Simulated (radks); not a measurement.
Results of a calculation; reference values are marked as such.
Effect of the nuclear size on the tantalum ion Ta+, [Xe] 4f14 5d3 6s1. Level of theory: Dirac Kohn-Sham, relativistic LDA (MacDonald-Vosko exchange, VWN5 correlation), spin-unpolarised, spherical densities, finite nucleus; open shells are shared between the two j in proportion to 2j + 1; Fermi nuclear charge, rms radius 5.3507 fm (a radial shooting solver on a logarithmic mesh with Libxc functionals). The rms radius is varied about that value; shifts are against it.

| rms radius (fm) | total energy shift (eV) | density at nucleus (e/bohr^3) | 1s1/2 shift (meV) | 2s1/2 shift (meV) | 5p1/2 shift (meV) | 6s1/2 shift (meV) | 5d5/2 shift (meV) | 6p1/2 (empty) shift (meV) | 7s1/2 (empty) shift (meV) |
|---|---|---|---|---|---|---|---|---|---|
| 4.7996 | -10.3 | 1.342e+06 | -4150 | -580 | 0.205 | -0.521 | 0.198 | 0.071 | -0.081 |
| 5.1795 | -3.28 | 1.308e+06 | -1320 | -185 | 0.065 | -0.166 | 0.063 | 0.023 | -0.026 |
| 5.3507 | 0 | 1.294e+06 | 0.000 | 0.000 | 0.000 | 0.000 | 0.000 | 0.000 | 0.000 |
| 5.8323 | 9.59 | 1.257e+06 | 3870 | 541 | -0.191 | 0.485 | -0.184 | -0.066 | 0.076 |
| 6.683 | 27.9 | 1.2e+06 | 11200 | 1570 | -0.554 | 1.41 | -0.535 | -0.192 | 0.219 |

Slopes of the eigenvalues against <r^2> in GHz/fm^2, as finite differences over the two radii next to the reference (eigenvalue slopes, not the field-shift constants of lines): 1s1/2 175000, 2s1/2 24400, 5p1/2 -8.63, 6s1/2 21.9, 5d5/2 -8.31, 6p1/2 (empty) -2.99, 7s1/2 (empty) 3.41.
